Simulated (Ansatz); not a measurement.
Ansatz (an electronic-structure program) input (HF/6-31G*):

Ansatz 0.2 input:
```yaml
crystal:
  periodic: [false, false, false]
  atoms:
    - {symbol: B, position_ang: [0.00000000, 0.00000000, 0.60601306]}
    - {symbol: N, position_ang: [-0.00000000, -0.00000000, -0.68610845]}
    - {symbol: H, position_ang: [0.00000000, 0.00000000, 1.77269391]}
basis:
  gaussian:
    orbitals: 6-31G*
hamiltonian:
  xc: {name: HF}
magnetization: {spin_polarized: true, initial_magnetization: 1}
phonons: {temperatures: {t_min: 298.15, t_max: 298.15, t_step: 100}}
```

Task: Which harmonic wavenumbers does it give?

Result: 775, 779, 1702, 3017 cm⁻¹ (unscaled; negative means imaginary).
